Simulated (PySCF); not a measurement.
# Hg₂O: from structure and modes to constants

Level of theory: PBE0/[O def2-TZVP, Hg def2-TZVP with ECP60], scalar-relativistic core potentials, density fitting, no spin–orbit coupling, PySCF.

The singlet minimum has D∞h symmetry. Masses (u): O 15.99492, Hg 201.97063.

```xyz
3
charge 0 multiplicity 1, angstrom
O     0.0000    0.0000    0.0000
Hg    0.0000    0.0000    2.0427
Hg    0.0000    0.0000   -2.0427
```

Harmonic wavenumbers (cm⁻¹): 114.8 (πu, ×2), 132.6 (σg+, ×1), 476.4 (σu+, ×1).

Problem. Find the principal moments of inertia and the rotational constants. What kind of rotor is it?

Solution. About the centre of mass I = 1685.5 u Å². With B = 16.8576/I this gives 0.01 cm⁻¹. The molecule is linear.

Problem. Give the standard entropy (298.15 K, 1 bar) by its translational, rotational, vibrational and spin parts, and Cp.

Solution. Sackur–Tetrode with M = 419.94 u gives 184.2; rotation with symmetry number 2 gives 85.2; vibration 41.8; spin R ln 1 = 0.0. The total is 311.2 J/(mol K), and Cp = 7/2 R + 29.7 = 58.8 J/(mol K).

Problem. Find the bond force constant k and the stretch–stretch coupling k′ of the valence force field.

Solution. For linear XMX, 4π²c²ω(σg)² = (k + k′)/mX and 4π²c²ω(σu)² = (k − k′)(1 + 2mX/mM)/mX. So k + k′ = 2.092 and k − k′ = 1.028 mdyn/Å, giving k = 1.560 and k′ = 0.532 mdyn/Å.

Only a few start shapes were tried, so a lower isomer may exist. Spin–orbit coupling, left out here, can matter for elements this heavy.
